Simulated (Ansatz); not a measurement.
Reaction (redistribution): `O[B](F)[GeH3]` + `O[SiH2]C#C[SiH2]O` → `O[SiH2]C#[C][GeH3]` + `O[SiH2]B(O)F`

Program: Ansatz. Geometries: PBE0-D4/def2-TZVP. ΔE: electronic, gas phase. CBS: MP2 limit from def2 TZ/QZ plus the TZ coupled-cluster correction, frozen cores. Functionals use def2-TZVPP. For Ge outer-core shells are correlated without core-valence functions, which leaves a few kJ/mol of doubt a bond. Scalar relativity is left out up to krypton. One conformer a species, not always the lowest.

`O[B](F)[GeH3]`:

```xyz
8

O     1.791   -0.808   -0.397
B     0.788   -0.543    0.464
F     0.951   -0.990    1.702
Ge   -0.951    0.497   -0.020
H     1.642   -0.471   -1.283
H    -1.086    1.774    0.823
H    -0.936    0.909   -1.506
H    -2.199   -0.367    0.219
```

`O[SiH2]C#C[SiH2]O`:

```xyz
12

O     2.607    1.918    0.539
Si    1.990    0.607    1.308
C     0.438    0.042    0.518
C    -0.603   -0.313    0.001
Si   -2.156   -0.878   -0.787
O    -2.008   -0.937   -2.420
H     2.034    2.675    0.410
H     1.669    0.891    2.730
H     3.016   -0.451    1.203
H    -2.473   -2.207   -0.205
H    -3.238    0.089   -0.508
H    -1.276   -1.435   -2.787
```

`O[SiH2]C#[C][GeH3]`:

```xyz
11

O     0.211   -2.710   -1.499
Si    0.806   -1.191   -1.690
C     0.271   -0.091   -0.332
C    -0.097    0.644    0.562
Ge   -0.662    1.792    1.970
H    -0.733   -2.805   -1.365
H     0.346   -0.572   -2.959
H     2.278   -1.324   -1.679
H    -1.666    2.803    1.404
H     0.567    2.516    2.531
H    -1.322    0.937    3.057
```

`O[SiH2]B(O)F`:

```xyz
9

O     0.699    1.676    1.159
Si   -0.520    0.797    0.470
B     0.214   -0.854   -0.466
O    -0.593   -1.855   -0.868
F     1.530   -0.950   -0.712
H     1.528    1.720    0.681
H    -1.447    0.433    1.570
H    -1.285    1.608   -0.522
H    -0.127   -2.574   -1.313
```

| level | ΔE (kJ/mol) | difference from CCSD(T)/CBS |
| --- | --- | --- |
| r2SCAN-D4 | 44.6 | 3.3 |
| B97M-V | 43.2 | 1.9 |
| B2PLYP | 40.0 | -1.3 |
| BLYP | 41.2 | -0.1 |
| PBE0 | 40.0 | -1.3 |
| BHLYP | 39.7 | -1.6 |
| LC-ωPBE | 36.6 | -4.7 |
| CCSD/def2-TZVPP | 36.6 | -4.7 |
| HF/def2-QZVPP | 35.6 | -5.7 |
| MP2/def2-QZVPP | 42.0 | 0.7 |
| CCSD(T)/CBS | 41.3 | 0 |

Largest T1 diagnostic among the species: 0.013.

At CCSD(T), def2-SVP lies −9.3 kJ/mol from the extrapolated value and def2-TZVPP −4.2 kJ/mol. Leaving LDA and LC-ωPBE aside and taking each functional with its dispersion term where it has one, the values, not all of them listed here, spread over 7.6 kJ/mol, from ωB97X-V to r2SCAN-D4. LDA lies +3.2 kJ/mol from PBE without D4.
